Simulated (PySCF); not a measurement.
# Solvent effects on NMR parameters

Bonds (- single, = double, # triple, : aromatic): C1-C2, C2#C3, C3-Si4, Si4-O5, O5-C6, C6-C7, C7-C8, C8-O9, O9-Si4. C1 carries H10, H11, H12; Si4 carries H13; C6 carries H14, H15; C7 carries H16, H17; C8 carries H18, H19. H14, H17, H19 are cis to C3 on the ring; H15, H16, H18 are trans to C3 on the ring.

GIAO PBE0/pcSseg-1 in PySCF on one PBE0-D3(BJ)/def2-SVP conformer, non-relativistic, equivalent nuclei averaged. Solvents enter as an IEF-PCM continuum (chloroform with ε = 4.7, acetonitrile with ε = 35.7) around the gas-phase geometry. Shifts are referred to TMS computed in the same medium.

Gas phase, δ in ppm: C2 108.5, C3 84.2, C6/C8 66.4, C7 34.2, C1 5.5, Si4 -50.2, H13 4.75, H14/H19 4.11, H15/H18 4.06, H17 2.25, H10/H11/H12 1.90, H16 1.03. Dipole moment 0.95 D.

Question: How does each δ change in the continuum?

Answer: 
```csv
atoms,environment,"Δδ, chloroform","Δδ, acetonitrile"
C2,alkyne carbon,+5.4,+7.5
C3,alkyne carbon,-1.8,-2.4
C6/C8,sp3 CH2 bonded to O,+0.8,+1.2
C7,sp3 CH2 in a ring,+0.5,+0.8
C1,propargylic methyl carbon,+0.1,+0.3
Si4,"silicon bonded to C, 2 O, H, in a 6-membered ring",-0.3,-0.3
H13,"hydrogen on a silicon bonded to C, 2 O, in a 6-membered ring",-0.02,-0.01
H14/H19,hydrogen on an sp3 CH2 bonded to O,+0.06,+0.08
H15/H18,hydrogen on an sp3 CH2 bonded to O,+0.13,+0.20
H17,hydrogen on an sp3 CH2 in a ring,+0.02,-0.01
H10/H11/H12,hydrogen on a propargylic methyl carbon,+0.16,+0.22
H16,hydrogen on an sp3 CH2 in a ring,+0.22,+0.33
```

Changes are relative to the gas phase. The dipole moment becomes 1.13 D in chloroform, 1.17 D in acetonitrile.

Question: Which nuclei move most (in ppm), and what does the model miss?

Answer: C2 (alkyne carbon, +7.5 ppm) in acetonitrile. A continuum only polarises the solute; specific hydrogen bonds, the anisotropy of aromatic solvents and changes of geometry or conformer are outside it.
